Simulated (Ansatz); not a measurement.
Worked example: SnH4 + GeH2(SiH2)(SiH3) → SnH3 + GeH2(SiH3)2

Species: SnH4 `[SnH4]`, singlet; GeH2(SiH2)(SiH3), doublet; SnH3 `[SnH3]`, doublet; GeH2(SiH3)2, singlet. A radical takes H: the energy is the difference in strength between the Sn–H bond broken and the Si–H bond made.

Shapes, held fixed at every level: PBE0-D4/def2-TZVP. Flexible molecules stand in one conformer, not always the lowest. Programs: Ansatz 0.2.0. The zero-point and thermal change to 298 K, harmonic and unscaled (PBE0-D4/def2-TZVP), is +2.5 kJ/mol.

At CCSD(T)/def2-TZVPP; 1 Eh = 2625.50 kJ/mol:

```
         species   energy (Eh)
            SnH4   -216.021096
GeH2(SiH2)(SiH3)  -2657.862340
            SnH3   -215.393642
     GeH2(SiH3)2  -2658.510030
```

Problem. Work out ΔH(298 K) of the reaction at this level.

Solution. 
1. Products less reactants: (-215.393642) + (-2658.510030) − [(-216.021096) + (-2657.862340)] = -0.020236 Eh = -53.1 kJ/mol.
2. With the thermal change: -53.1 + (+2.5) = -50.6 kJ/mol.

Other levels give -54.3 (B3LYP-D4/def2-TZVPP) to -47.6 kJ/mol (SPW92/def2-TZVPP). No measured value is set beside it here. Open shells run unrestricted. For atoms past krypton def2 sets carry core potentials with scalar relativity. Relativity is left out for Ge. Outer-core shells of Ge, Sn are correlated in most correlated rows, in sets that cover them unevenly.
